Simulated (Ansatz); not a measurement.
`IC1CB[SiH2]1`. Charge 0, multiplicity 1. I takes the def2 core potential. The structure was optimised at the PBE0-D4/def2-TZVP level.

```xyz
11

I    -1.986    0.844   -1.954
C    -0.194    0.306   -0.910
C     0.081    1.042    0.413
B     0.864   -0.082    1.184
Si    0.008   -1.403   -0.088
H     0.603    0.495   -1.629
H     0.457    2.066    0.338
H    -0.854    1.106    1.001
H     1.622    0.014    2.099
H    -1.298   -1.916    0.407
H     0.698   -2.471   -0.862
```

(1) What is the dipole moment at ωB97M-V/def2-TZVPP? (An estimate is asked.)

(2) And with PBE, r2SCAN, B3LYP? (Best estimate.)

(3) Give the Mulliken charges with ωB97M-V, PBE, B3LYP in def2-TZVPP. (An estimate is asked.)

Answers

(1) Computed: 2.02 D, with components (1.58, -0.09, 1.25) D in this frame, pointing from negative to positive charge.

(2) Ansatz gave: PBE 1.89 D, r2SCAN 2.09 D, B3LYP 2.06 D.

(3) Ansatz gave: 
| atom | ωB97M-V | PBE | B3LYP |
| --- | --- | --- | --- |
| I1 | -0.06 | -0.11 | -0.10 |
| C2 | -0.31 | -0.16 | -0.20 |
| C3 | -0.20 | -0.12 | -0.15 |
| B4 | -0.10 | -0.02 | -0.02 |
| Si5 | 0.13 | 0.11 | 0.17 |
| H6 | 0.17 | 0.13 | 0.14 |
| H7 | 0.12 | 0.10 | 0.10 |
| H8 | 0.15 | 0.11 | 0.11 |
| H9 | 0.12 | 0.05 | 0.06 |
| H10 | 0.00 | -0.04 | -0.05 |
| H11 | -0.02 | -0.06 | -0.07 |

B3LYP here is the variant with VWN-RPA as its local correlation; programs differ in this.
